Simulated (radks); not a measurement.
N III, 5 electrons, occupied as [He] 2s2 2p1. Calculated with a radial shooting solver on a logarithmic mesh with Libxc functionals: scalar-relativistic Kohn-Sham, PBE, spin-unpolarised, spherical densities, point nucleus.

Normalised radial functions P(r) = r R(r), r in bohr:

r	1s	2p
0.02186	0.6614	0.0057
0.02406	0.7169	0.0069
0.0267	0.7808	0.0084
0.02963	0.8487	0.0102
0.03261	0.9148	0.0123
0.03618	0.9900	0.0149
0.04015	1.0684	0.0181
0.0442	1.1433	0.0216
0.04904	1.2264	0.0262
0.05398	1.3043	0.0312
0.0599	1.3890	0.0376
0.06646	1.4726	0.0453
0.07316	1.5476	0.0537
0.08118	1.6248	0.0644
0.08936	1.6906	0.0759
0.09915	1.7540	0.0906
0.11	1.8069	0.1076
0.1211	1.8442	0.1259
0.1344	1.8700	0.1486
0.1491	1.8784	0.1747
0.1641	1.8688	0.2020
0.1821	1.8381	0.2354
0.2005	1.7903	0.2698
0.2224	1.7170	0.3111
0.2468	1.6219	0.3565
0.2717	1.5163	0.4019
0.3015	1.3851	0.4545
0.3345	1.2401	0.5101
0.3682	1.0981	0.5632
0.4086	0.9403	0.6215
0.4497	0.7956	0.6749
0.499	0.6455	0.7307
0.5537	0.5074	0.7827
0.6095	0.3940	0.8257
0.6763	0.2888	0.8641
0.7444	0.2089	0.8895
0.826	0.1406	0.9038
0.9166	0.0899	0.9021
1.009	0.0565	0.8850
1.119	0.0322	0.8494
1.242	0.0171	0.7965
1.367	0.0089	0.7341
1.517	0.0041	0.6547
1.67	0.0018	0.5740
1.853	0.0007	0.4830
2.056	0.0002	0.3929
2.263	0.0001	0.3142
2.511	0.0000	0.2370
2.787	0.0000	0.1706
3.068	0.0000	0.1203
3.404	0.0000	0.0779
3.747	0.0000	0.0493
4.157	0.0000	0.0281

1s: eigenvalue -423.87 eV, 0 radial nodes, <r> = 0.229 bohr, 90 % of the charge inside 0.411 bohr. 2p: eigenvalue -37.512 eV, 0 radial nodes, <r> = 1.14 bohr, 90 % of the charge inside 1.88 bohr.
